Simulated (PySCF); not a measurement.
Input for PySCF: R-B3LYP/LANL2DZ on CH7ClSi (a complex), monomers drawn apart or pushed together.

```python
from pyscf import gto, scf, dft, mp
from pyscf.data.elements import chemcore

mol = gto.M(
    atom='''
    C     0.19900332    0.13941699    0.07197742
    H     0.34348482    0.56293121   -0.92090744
    H     0.34083633    0.91552429    0.82239711
    H    -0.81051269   -0.26232780    0.14999723
    H     0.92211117   -0.65928477    0.23290106
    Si   -0.21987766   -0.86943397    4.28940209
    Cl    0.22159186    1.13665453    4.52275637
    H     0.91200304   -1.52278943    3.60573110
    H    -1.45076441   -0.98927588    3.48578069
    H    -0.42017068   -1.45535321    5.62934221
    ''',
    basis='lanl2dz',
    ecp={'Cl': 'lanl2dz', 'Si': 'lanl2dz'},
    charge=0, spin=0, verbose=3, max_memory=1800)
mf = dft.RKS(mol, xc='b3lyp')
mf.conv_tol = 1e-8
mf.max_cycle = 100
mf.kernel()
if not mf.converged:
    mf = mf.newton().run(mf.mo_coeff, mf.mo_occ)
```

### Question
What total energy does the run end on?

### Answer
-61.1576 hartree.
